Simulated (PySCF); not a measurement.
C$_{3}$H$_{9}$AlClN, singlet, at a GFN2-xTB geometry (such geometries of metal compounds can be far from the true shape); PBE/def2-SVP, polarisability in PySCF.

PySCF was given this input:
```python
from pyscf import gto, scf, dft
from pyscf.prop import polarizability

mol = gto.Mole()
mol.atom = '''
    Al    0.377350   -0.338771    0.284261
    Cl    1.899908   -0.258684   -1.058283
    C     0.533278   -1.388868    1.967548
    H    -0.223012   -2.173394    2.041989
    H     0.423562   -0.767536    2.859122
    H     1.511949   -1.872884    2.025891
    N    -1.139557    0.566626   -0.073168
    C    -1.404505    1.373448   -1.251641
    C    -2.267741    0.555586    0.838525
    H    -2.269256    0.989116   -1.805964
    H    -1.613688    2.414529   -0.977466
    H    -0.532898    1.353262   -1.906588
    H    -2.507074    1.567946    1.184933
    H    -3.162283    0.143311    0.356887
    H    -2.020578   -0.060085    1.702199
'''
mol.basis = 'def2-svp'
mol.charge = 0
mol.spin = 0
mol.verbose = 4
mol.build()

mf = dft.RKS(mol)
mf.xc = 'pbe'
mf.kernel()
alpha = mf.Polarizability().polarizability()[2, 2]
print('alpha_zz =', alpha)
```

Output, abridged:

```
site-packages/pyscf/prop/efg/rhf.py:45: UserWarning: Module EFG is under testing
  warnings.warn('Module EFG is under testing')
site-packages/pyscf/prop/efg/dhf.py:30: UserWarning: Module EFG is under testing
  warnings.warn('Module EFG is under testing')
site-packages/pyscf/prop/zfs/uhf.py:40: UserWarning: Module ZFS is under testing
  warnings.warn('Module ZFS is under testing')
site-packages/pyscf/prop/gtensor/uhf.py:43: UserWarning: Module g-tensor is under testing
  warnings.warn('Module g-tensor is under testing')
site-packages/pyscf/prop/gtensor/uks.py:41: UserWarning: Module g-tensor is under testing
  warnings.warn('Module g-tensor is under testing')
site-packages/pyscf/prop/hfc/uks.py:35: UserWarning: Module HFC is under testing
  warnings.warn('Module HFC is under testing')
site-packages/pyscf/prop/magnetizability/rhf.py:39: UserWarning: Module magnetizability is under testing
  warnings.warn('Module magnetizability is under testing')
site-packages/pyscf/prop/magnetizability/uhf.py:37: UserWarning: Module magnetizability is under testing
  warnings.warn('Module magnetizability is under testing')
site-packages/pyscf/prop/magnetizability/rks.py:37: UserWarning: Module magnetizability is under testing
  warnings.warn('Module magnetizability is under testing')
site-packages/pyscf/prop/magnetizability/uks.py:39: UserWarning: Module magnetizability is under testing
  warnings.warn('Module magnetizability is under testing')
site-packages/pyscf/prop/polarizability/uhf.py:34: UserWarning: Module polarizability is under testing
  warnings.warn('Module polarizability is under testing')
site-packages/pyscf/prop/polarizability/rks.py:29: UserWarning: Module polarizability is under testing
  warnings.warn('Module polarizability is under testing')
site-packages/pyscf/prop/polarizability/uks.py:29: UserWarning: Module polarizability is under testing
  warnings.warn('Module polarizability is under testing')
PySCF version 2.14.0

[INPUT] verbose = 4
[INPUT] num. atoms = 15
[INPUT] num. electrons = 64
[INPUT] charge = 0
[INPUT] spin (= nelec alpha-beta = 2S) = 0
[INPUT] symmetry False subgroup None
[INPUT] Mole.unit = angstrom
[INPUT] Symbol           X                Y                Z      unit          X                Y                Z       unit  Magmom
[INPUT]  1 Al     0.377350000000  -0.338771000000   0.284261000000 AA    0.713088153105  -0.640184408945   0.537175437895 Bohr   0.0
[INPUT]  2 Cl     1.899908000000  -0.258684000000  -1.058283000000 AA    3.590305781870  -0.488841912807  -1.999865032283 Bohr   0.0
[INPUT]  3 C      0.533278000000  -1.388868000000   1.967548000000 AA    1.007749368256  -2.624580143172   3.718126856936 Bohr   0.0
[INPUT]  4 H     -0.223012000000  -2.173394000000   2.041989000000 AA   -0.421431602492  -4.107119420773   3.858799959374 Bohr   0.0
[INPUT]  5 H      0.423562000000  -0.767536000000   2.859122000000 AA    0.800416176773  -1.450432830744   5.402957536719 Bohr   0.0
[INPUT]  6 H      1.511949000000  -1.872884000000   2.025891000000 AA    2.857169524310  -3.539237823080   3.828379148221 Bohr   0.0
[INPUT]  7 N     -1.139557000000   0.566626000000  -0.073168000000 AA   -2.153450633331   1.070767955058  -0.138267481082 Bohr   0.0
[INPUT]  8 C     -1.404505000000   1.373448000000  -1.251641000000 AA   -2.654129790582   2.595440566332  -2.365258696277 Bohr   0.0
[INPUT]  9 C     -2.267741000000   0.555586000000   0.838525000000 AA   -4.285409411447   1.049905378643   1.584582598601 Bohr   0.0
[INPUT] 10 H     -2.269256000000   0.989116000000  -1.805964000000 AA   -4.288272346526   1.869158345425  -3.412777350824 Bohr   0.0
[INPUT] 11 H     -1.613688000000   2.414529000000  -0.977466000000 AA   -3.049428370497   4.562798529820  -1.847143036074 Bohr   0.0
[INPUT] 12 H     -0.532898000000   1.353262000000  -1.906588000000 AA   -1.007031272328   2.557294554781  -3.602929152382 Bohr   0.0
[INPUT] 13 H     -2.507074000000   1.567946000000   1.184933000000 AA   -4.737683234018   2.962988518107   2.239198845959 Bohr   0.0
[INPUT] 14 H     -3.162283000000   0.143311000000   0.356887000000 AA   -5.975848798368   0.270818540638   0.674418687418 Bohr   0.0
[INPUT] 15 H     -2.020578000000  -0.060085000000   1.702199000000 AA   -3.818339033321  -0.113544194194   3.216689919509 Bohr   0.0

nuclear repulsion = 349.917486727447
number of shells = 67
number of NR pGTOs = 231
number of NR cGTOs = 137
basis = def2-svp
ecp = {}

******** <class 'pyscf.dft.rks.RKS'> ********
method = RKS
initial guess = minao
damping factor = 0
level_shift factor = 0
DIIS = <class 'pyscf.scf.diis.CDIIS'>
diis_start_cycle = 1
diis_space = 8
diis_damp = 0
SCF conv_tol = 1e-09
SCF conv_tol_grad = None
SCF max_cycles = 50
direct_scf = True
direct_scf_tol = 1e-13
XC library pyscf.dft.libxc version 7.1.2
    S. Lehtola, C. Steigemann, M. J. T. Oliveira, and M. A. L. Marques,  SoftwareX 7, 1–5 (2018)
XC functionals = pbe
    J. P. Perdew, K. Burke, and M. Ernzerhof,  Phys. Rev. Lett. 77, 3865 (1996)
    J. P. Perdew, K. Burke, and M. Ernzerhof,  Phys. Rev. Lett. 78, 1396 (1997)
    J. P. Perdew, K. Burke, and M. Ernzerhof,  Phys. Rev. Lett. 77, 3865 (1996)
    J. P. Perdew, K. Burke, and M. Ernzerhof,  Phys. Rev. Lett. 78, 1396 (1997)
radial grids:
    Treutler-Ahlrichs [JCP 102, 346 (1995); DOI:10.1063/1.469408] (M4) radial grids

becke partition: Becke, JCP 88, 2547 (1988); DOI:10.1063/1.454033
pruning grids: <function nwchem_prune>
grids dens level: 3
symmetrized grids: False
atomic radii adjust function: <function treutler_atomic_radii_adjust>
small_rho_cutoff = 0
Set gradient conv threshold to 3.16228e-05
Initial guess from minao.
tot grids = 182592
init E= -876.394075950044
  HOMO = -0.272592886815409  LUMO = -0.0650126566642932  gap/eV = 5.64855
cycle= 1 E= -876.169499795887  delta_E= 0.225  |g|= 0.673  |ddm|= 3.84
  HOMO = -0.0928084917563017  LUMO = 0.0147837493929313  gap/eV = 2.92773
cycle= 2 E= -875.817478685243  delta_E= 0.352  |g|= 1.31  |ddm|= 2.14
  HOMO = -0.210613198503305  LUMO = -0.0182681428343154  gap/eV = 5.23398
cycle= 3 E= -876.270175936086  delta_E= -0.453  |g|= 0.333  |ddm|= 1.57
  HOMO = -0.181274548335041  LUMO = -0.0195629885163497  gap/eV = 4.40040
cycle= 4 E= -876.297210310937  delta_E= -0.027  |g|= 0.0532  |ddm|= 0.35
  HOMO = -0.183969978923977  LUMO = -0.0244639410621343  gap/eV = 4.34038
cycle= 5 E= -876.297792207408  delta_E= -0.000582  |g|= 0.0253  |ddm|= 0.0886
  HOMO = -0.182576004553678  LUMO = -0.0235456970093213  gap/eV = 4.32744
cycle= 6 E= -876.297961436224  delta_E= -0.000169  |g|= 0.00563  |ddm|= 0.0355
  HOMO = -0.182730793736997  LUMO = -0.0234054228591289  gap/eV = 4.33546
cycle= 7 E= -876.297969345322  delta_E= -7.91e-06  |g|= 0.00201  |ddm|= 0.0084
  HOMO = -0.182921355248847  LUMO = -0.0235457847323275  gap/eV = 4.33683
cycle= 8 E= -876.297970430403  delta_E= -1.09e-06  |g|= 0.00039  |ddm|= 0.00246
  HOMO = -0.182956428721525  LUMO = -0.0235318289662056  gap/eV = 4.33816
cycle= 9 E= -876.297970473828  delta_E= -4.34e-08  |g|= 0.000109  |ddm|= 0.000549
  HOMO = -0.182953561962659  LUMO = -0.0235311956463131  gap/eV = 4.33810
cycle= 10 E= -876.297970476868  delta_E= -3.04e-09  |g|= 2.95e-05  |ddm|= 0.000137
  HOMO = -0.18295465770849  LUMO = -0.0235336181241328  gap/eV = 4.33807
cycle= 11 E= -876.297970477092  delta_E= -2.24e-10  |g|= 7.08e-06  |ddm|= 4.01e-05
  HOMO = -0.182953233764638  LUMO = -0.0235323989377587  gap/eV = 4.33806
Extra cycle  E= -876.297970477086  delta_E= 6.37e-12  |g|= 8.94e-06  |ddm|= 1.82e-05
converged SCF energy = -876.297970477086
Isotropic polarizability 75.0224851131
Polarizability anisotropy 14.1752021898
alpha_zz = 73.8213196173765
```
